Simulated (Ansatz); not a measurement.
A geometry relaxed with Ansatz (a first-principles code) with B3LYP-D3(BJ)/def2-TZVP, charge 0, multiplicity 1:

```xyz
4

I     -2.1068    -1.0631    -0.4217
H     -0.0218     1.7720    -0.1164
Al    -0.0029     0.2334    -0.3920
I      2.1315    -0.9423    -0.8051
```

Q: Write the SMILES of this molecule.

A: `[I][AlH][I]`
